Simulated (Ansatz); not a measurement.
Program: Ansatz. Geometries: PBE0-D4/def2-TZVP. ΔE: electronic, gas phase. CBS: MP2 limit from def2 TZ/QZ plus the TZ coupled-cluster correction, frozen cores. This one scheme is used for every species. DFT in def2-TZVPP. Elements past krypton have def2 core potentials. For Mo outer-core shells are correlated without core-valence functions, which leaves a few kJ/mol of doubt a bond. One conformer a species, not always the lowest.

Reaction (ligand exchange at a Mo–O bond): `[OH][Mo]([OH])([Cl])([Cl])([Cl])[Cl]` + HCl → `[OH][Mo]([Cl])([Cl])([Cl])([Cl])[Cl]` + H₂O

```json
{"level": "RPA@PBE/def2-TZVPP", "ΔE (kcal/mol)": "0.9"}
{"level": "CCSD/CBS(def2)", "ΔE (kcal/mol)": "2.2"}
```

Problem. What does CCSD(T)/CBS give? (An estimate is asked.)

Solution. The calculation gave: +0.5 kcal/mol. The listed levels differ from it by 0.4, 1.7 kcal/mol.

Largest T1 diagnostic among the species: 0.028, so the coupled-cluster value is less sure than usual.

Leaving LDA and LC-ωPBE aside and taking each functional with its dispersion term where it has one, the values, not all of them listed here, spread over 5.9 kcal/mol, from revPBE-D4 to ωB97X-V. LDA lies +0.8 kcal/mol from PBE without D4. The D4 term adds −1.3 kcal/mol with B3LYP and −0.7 kcal/mol with PBE0; it sums over pairs of atoms, weighted by their polarisabilities, and B3LYP, whose exchange is more repulsive, gets the larger term. In def2-TZVPP, CCSD(T) changes the Hartree–Fock value by −3.1 kcal/mol (the triples alone add −1.7 kcal/mol) and MP2 by −7.8 kcal/mol.

B3LYP here is the variant with VWN-RPA as its local correlation; programs differ in this.
